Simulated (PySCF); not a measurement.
**NbF3: fields on a plane**

Computed with UB3LYP in PySCF with Nb def2-SVP with ECP28, F def2-SVP; scalar-relativistic core potentials, no spin–orbit coupling; density-fitted integrals.

The triplet minimum has Nb–F 1.865 Å, Nb–F 1.885 Å (×2); F–Nb–F 103.4°, F–Nb–F 128.3° (×2).

The plane holds Nb1 at (0.00, 0.00), F2 at (1.86, 0.00), F3 at (-1.17, 1.48), F4 at (-1.17, -1.48) Å. Columns run from x = -3.15 to 4.05 Å, rows from y = 3.75 (top) to -3.45 Å, in steps of 0.3 Å. Other isomers or separated fragments may lie lower. Core electrons replaced by a potential are absent, the electrostatic potential uses the reduced nuclear charge, and values within about 0.7 Å of such atoms have no physical meaning.

Task: Give the electrostatic potential (V) (cut at 20 V). Lower edges of the bins (V): '0' -1.12, '1' -1.00, '2' -0.80, '3' -0.48, '4' 0.01, '5' 0.80, '6' 2.05, '7' 4.03, '8' 7.16, '9' 12.13; top 20.0.

Result: 
```
3333333333334444444444444
3332222233334444444444444
3322222223344444444444444
3221100122344444444444444
2210001223344444444444444
2210146654445555444444333
2200489986556655544443333
2202699998666665544333333
2212699998888776543333333
3222589999999876554323333
3333468999999987776422333
3334567999999999999632233
3334568999999999999742233
3334568999999999999742233
3334567999999999999632233
3333468999999987776422333
3222589999999876554323333
2212699998888776543333333
2202699998666665544333333
2200489986556655544443333
2210146654445555444444333
2210001223344444444444444
3221100122344444444444444
3322222223344444444444444
3332222233334444444444444
```

Task: Give the lowest empty orbital (Å^-3/2) at -3.01 eV (cut at ±0.3; overall sign arbitrary). Every second row and column.

Result: 
```
 0.00  0.00  0.01  0.01  0.01  0.01  0.01  0.01  0.01  0.01  0.00  0.00  0.00
 0.00  0.01  0.01  0.01  0.01  0.01  0.02  0.01  0.01  0.01  0.01  0.00  0.00
 0.01  0.01  0.00 -0.01  0.00  0.02  0.02  0.02  0.02  0.01  0.01  0.01  0.00
 0.01  0.01 -0.01 -0.08 -0.03  0.02  0.03  0.03  0.03  0.02  0.01  0.01  0.01
 0.01  0.01  0.00 -0.01 -0.02  0.00  0.02  0.03  0.03  0.02  0.01  0.01  0.01
 0.01  0.02  0.02  0.00 -0.10 -0.24 -0.17 -0.01  0.01 -0.01  0.00  0.01  0.01
 0.01  0.02  0.02 -0.02 -0.29 -0.16 -0.30 -0.11  0.03 -0.12 -0.02  0.01  0.01
 0.01  0.02  0.02 -0.01 -0.20 -0.30 -0.30 -0.06  0.00 -0.05 -0.01  0.01  0.01
 0.01  0.01  0.01  0.00 -0.03 -0.08 -0.04  0.02  0.03  0.01  0.01  0.01  0.01
 0.01  0.01 -0.02 -0.12 -0.04  0.02  0.03  0.03  0.03  0.02  0.01  0.01  0.01
 0.01  0.01 -0.01 -0.03 -0.01  0.02  0.03  0.03  0.02  0.02  0.01  0.01  0.00
 0.01  0.01  0.01  0.00  0.01  0.02  0.02  0.02  0.01  0.01  0.01  0.01  0.00
 0.00  0.01  0.01  0.01  0.01  0.01  0.01  0.01  0.01  0.01  0.01  0.00  0.00
```

Other spin states or occupations of the open shell can lie lower.
